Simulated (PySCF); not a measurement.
# How methods differ on the ionisation energy of Ce⁴²⁺

Ce⁴²⁺ [Ne] 3s2 3p4 (3P) → Ce⁴³⁺ [Ne] 3s2 3p3 (4S), as a difference of total energies. Computed with PySCF 2.14 in an even-tempered Gaussian basis (18 s from 7.7 bohr⁻², ratio 2.5; 12 p from 10 bohr⁻², ratio 2.5; 4 d from 44 bohr⁻², ratio 2.7; 4 f from 66 bohr⁻², ratio 2.7), with scalar relativity by spin-free X2C-1e. Correlated levels: outer shells: 1s2 frozen; virtual orbitals above 40 to 60 times the deepest correlated orbital energy dropped. The calculations carry no spin-orbit coupling.

| method | ionisation energy (eV) |
| --- | --- |
| UHF | 3297.3 |
| MP2 (outer shells) | 3298.4 |
| SCS-MP2 (outer shells) | 3298.4 |
| CCSD (outer shells) | 3298.4 |
| CCSD(T) (outer shells) | 3298.4 |

Spin-orbit coupling is strong in these open shells (close to jj coupling). The scalar numbers leave it out and a first-order estimate fails, so it can dominate the gap to the real levels.

The ground level that NIST lists for one species does not belong to the high-spin term computed here, so part of any gap is the choice of state.

Breit and QED terms and the two-electron picture change are absent.

For comparison: 3274 ± 4 eV (theoretical estimate listed by NIST; NIST Atomic Spectra Database, ionization energies).
